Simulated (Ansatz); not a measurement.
Consider the formal loss of a carbene: `C[O][Nb](=[O])([OH])[OH]` → `[CH2]` (triplet) + `[O]=[Nb]([OH])([OH])[OH]`.

Gas-phase electronic energies from Ansatz, PBE0-D4/def2-TZVP geometries. CCSD(T)/CBS is the MP2 limit (def2-TZVPP, def2-QZVPP) plus CCSD(T) − MP2 in def2-TZVPP, frozen cores. This one scheme is used for every species. Functionals use def2-TZVPP. B3LYP here is the variant with VWN-RPA as its local correlation; programs differ in this. HSE06 is defined as in plane-wave codes. Triplets are unrestricted, without spin–orbit coupling. def2 core potentials past Kr. For Nb outer-core shells are correlated without core-valence functions, which leaves a few kJ/mol of doubt a bond. Each species was taken in one conformer, which may not be the lowest.

```
             level  ΔE (kJ/mol)  difference from CCSD(T)/CBS
       LDA (SPW92)        453.5                         73.3
            PBE-D4        390.0                          9.8
         revPBE-D4        376.4                         -3.8
           BLYP-D4        382.1                          1.9
            B97M-V        383.6                          3.4
           PBE0-D4        378.8                         -1.4
          B3LYP-D4        379.9                         -0.3
        r2SCANh-D4        357.4                        -22.8
        r2SCAN0-D4        353.8                        -26.4
          HSE06-D4        379.3                         -0.9
          BHLYP-D4        367.4                        -12.8
      CAM-B3LYP-D4        383.1                          2.9
           ωB97X-V        393.8                         13.6
           ωB97M-V        382.5                          2.3
            B2PLYP        376.1                         -4.1
          PBE-QIDH        376.0                         -4.2
               PBE        384.5                          4.3
            revPBE        360.9                        -19.3
              BLYP        370.7                         -9.5
              PBE0        373.9                         -6.3
             B3LYP        371.3                         -8.9
           r2SCAN0        351.9                        -28.3
             HSE06        374.7                         -5.5
         CAM-B3LYP        378.1                         -2.1
           LC-ωPBE        367.9                        -12.3
RPA@PBE/def2-TZVPP        370.1                        -10.1
       HF/def2-SVP        257.4                       -122.8
      MP2/def2-SVP        381.1                          0.9
     CCSD/def2-SVP        367.0                        -13.2
  CCSD(T)/def2-SVP        376.3                         -3.9
     HF/def2-TZVPP        242.3                       -137.9
    MP2/def2-TZVPP        381.4                          1.2
   CCSD/def2-TZVPP        360.1                        -20.1
CCSD(T)/def2-TZVPP        371.7                         -8.5
     HF/def2-QZVPP        243.2                       -137.0
    MP2/def2-QZVPP        386.6                          6.4
SCS-MP2/def2-QZVPP        392.6                         12.4
      HF/CBS(def2)        243.3                       -136.9
     MP2/CBS(def2)        389.9                          9.7
    CCSD/CBS(def2)        368.6                        -11.6
       CCSD(T)/CBS        380.2                            0
```

Largest T1 diagnostic among the species: 0.022, so the coupled-cluster value is less sure than usual.

Leaving LDA and LC-ωPBE aside and taking each functional with its dispersion term where it has one, the values spread over 40.0 kJ/mol, from r2SCAN0-D4 to ωB97X-V. LDA lies +69.0 kJ/mol from PBE without D4. From PBE to PBE0 (25 % exact exchange), in def2-TZVPP and without D4, ΔE moves by −10.6 kJ/mol.

CCSD(T)/CBS has its own doubt, a few kJ/mol and more with outer-core shells, so smaller differences from it don't rank the levels.
